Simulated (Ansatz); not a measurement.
C2H2F3O, doublet, at a GFN2-xTB geometry. Base run: PBE/def2-SVP (Ansatz, a program for electronic structure).

Geometry (Å):
```xyz
8

O     -2.0093    -0.5081     0.1920
C     -0.8657    -0.5971    -0.5136
C      0.3720     0.0686    -0.0690
F      0.2577     0.5188     1.1952
F      1.4501    -0.7376    -0.1087
F      0.7177     1.1472    -0.8200
H     -1.8654    -0.0536     1.0363
H     -0.9278    -1.0655    -1.4754
```
Charge 0, spin multiplicity 2.
Orbitals are unrestricted.
All else is at Ansatz's defaults.

The base run was repeated with changes; each row names its change, and settings that it needs were set with it.

```tsv
change	basis functions	E (Eh)
base	94	-451.32045
basis = jorge-DZP-DKH; relativity = spin-free X2C	100	-452.11398
basis = x2c-TZVPall; relativity = none	198	-451.84444
basis = cc-pVTZ-DK; relativity = none	208	-451.81559
basis = jorge-DZP-DKH; relativity = none	100	-451.74794
basis = cc-pVTZ-DK; relativity = spin-free X2C; nucleus = Gaussian	208	-452.18698
basis = cc-pVTZ-DK; relativity = spin-free X2C	208	-452.18707
basis = x2c-TZVPall; relativity = spin-free X2C	198	-452.21287
basis = x2c-TZVPall; relativity = spin-free X2C; nucleus = Gaussian	198	-452.21278
basis = jorge-DZP-DKH; relativity = spin-free X2C; nucleus = Gaussian	100	-452.11389
```

Total energies compare only within one method and basis.

Ansatz warned in this series: the basis is contracted for relativity, which the run leaves out.

Basis sets contracted for a relativistic Hamiltonian are a mismatch without it, so the rows without relativity aren't non-relativistic limits. No row has spin-orbit coupling; sets with core potentials leave out the core electrons.
